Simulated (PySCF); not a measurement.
Job file and geometry (Å, from GFN2-xTB) of an NMR shielding run on SMILES F[Si@@H]1CC[C@@H]1C[SiH3], C4H11FSi2, GIAO PBE0/pcSseg-1 NMR shielding, non-relativistic, gas phase (PySCF); density fitting, a coarse starting grid and PySCF grid level 2 are the driver's defaults:

```
$ OMP_NUM_THREADS=1 python probes_run.py task.json out

{"job": {"kind": "nmr", "xc": "PBE0", "basis": "pcSseg-1"}, "charge": 0, "multiplicity": 1}
F     -0.602620    -1.869019     1.515294
Si    -0.756579    -0.256801     1.472327
C     -2.306984     0.314815     0.525717
C     -1.447327     0.740952    -0.687793
C     -0.022577     0.534074    -0.106405
C      0.910705    -0.301358    -0.975835
Si     2.633347    -0.527549    -0.209982
H     -0.419502     0.146291     2.823627
H     -2.840786     1.151821     0.969714
H     -3.045516    -0.447017     0.286060
H     -1.634507     1.766329    -1.003785
H     -1.617319     0.087121    -1.542304
H      0.450994     1.501397     0.078932
H      0.457662    -1.279967    -1.149105
H      1.002998     0.175345    -1.956588
H      3.466199    -1.309821    -1.126114
H      3.245911     0.789997    -0.005032
H      2.517140    -1.210292     1.079614
```

**Question.** What does the program print?

**Answer.** 
```
coarse grid: 15504 points
cycle   1  E = -837.1918649000  dE =  5.186e-01  |g| = 6.482e-01  |ddm| = 3.754e+00
cycle   2  E = -837.1195753995  dE =  7.229e-02  |g| = 9.222e-01  |ddm| = 1.298e+00
cycle   3  E = -837.2774025484  dE = -1.578e-01  |g| = 5.799e-02  |ddm| = 8.046e-01
cycle   4  E = -837.2777966288  dE = -3.941e-04  |g| = 3.364e-02  |ddm| = 7.030e-02
cycle   5  E = -837.2780353203  dE = -2.387e-04  |g| = 6.221e-03  |ddm| = 3.359e-02
cycle   6  E = -837.2780440294  dE = -8.709e-06  |g| = 1.964e-03  |ddm| = 8.687e-03
final grid: 139384 points
cycle   7  E = -837.3247834709  dE = -3.106e-05  |g| = 8.760e-03  |ddm| = 2.673e-02
cycle   8  E = -837.3247652437  dE =  1.823e-05  |g| = 1.206e-02  |ddm| = 2.005e-02
cycle   9  E = -837.3248036984  dE = -3.845e-05  |g| = 7.480e-04  |ddm| = 1.204e-02
cycle  10  E = -837.3248037831  dE = -8.472e-08  |g| = 2.920e-04  |ddm| = 8.137e-04
cycle  11  E = -837.3248037961  dE = -1.295e-08  |g| = 5.338e-05  |ddm| = 2.401e-04
cycle  12  E = -837.3248037966  dE = -5.004e-10  |g| = 1.834e-05  |ddm| = 6.625e-05
converged SCF energy = -837.3248037966

GIAO shielding tensors (ppm)
atom      isotropic    diamagn.    paramagn.     s11        s22        s33       span
  0 F      371.796     470.304     -98.508    354.270    355.926    405.192     50.922
  1 Si     318.361     878.554    -560.193    270.936    302.580    381.566    110.631
  2 C      166.840     257.147     -90.306    141.538    174.671    184.312     42.774
  3 C      155.171     250.066     -94.895    130.702    154.004    180.808     50.106
  4 C      147.853     255.493    -107.640    115.730    157.345    170.485     54.755
  5 C      173.107     249.688     -76.582    156.822    172.151    190.347     33.524
  6 Si     421.364     879.546    -458.183    390.676    403.215    470.200     79.524
  7 H       25.924      29.150      -3.226     22.374     24.068     31.331      8.957
  8 H       30.141      30.240      -0.099     25.927     28.078     36.418     10.491
  9 H       29.948      30.262      -0.314     25.995     27.132     36.716     10.721
 10 H       29.109      31.794      -2.685     25.181     27.732     34.414      9.233
 11 H       29.951      32.706      -2.755     26.035     29.748     34.070      8.035
 12 H       29.675      34.302      -4.627     25.356     30.912     32.758      7.402
 13 H       30.421      32.302      -1.880     26.563     30.099     34.602      8.039
 14 H       30.705      31.324      -0.619     25.559     29.370     37.186     11.627
 15 H       27.785      28.349      -0.563     24.324     25.203     33.829      9.504
 16 H       28.057      29.133      -1.077     24.709     26.260     33.201      8.492
 17 H       27.911      29.063      -1.152     24.095     27.578     32.059      7.964
```

**Question.** Turn these shieldings into chemical shifts. Shifts are taken against calculated references (same method and geometry level): CFCl3 for ¹⁹F (σref 170.95); ²⁹Si (σref 349.16) and ¹³C (σref 186.93) and ¹H (σref 31.72) vs TMS.

**Answer.** Averaging equivalent atoms: F 0: -200.8; Si 1: 30.8; Si 6: -72.2; C 4: 39.1; C 3: 31.8; C 2: 20.1; C 5: 13.8; H 7: 5.79; H 15/16/17: 3.80; H 10: 2.61; H 12: 2.04; H 9: 1.77; H 11: 1.77; H 8: 1.58; H 13: 1.30; H 14: 1.01 ppm. Unscaled 19F shifts against computed CFCl3 carry errors that often reach 10 to 50 ppm.

Size and cost of the density-fitted run: 188 basis functions, 38 s wall time on 1 thread of an Arm Neoverse V1, shared host; peak memory 0.84 GiB.
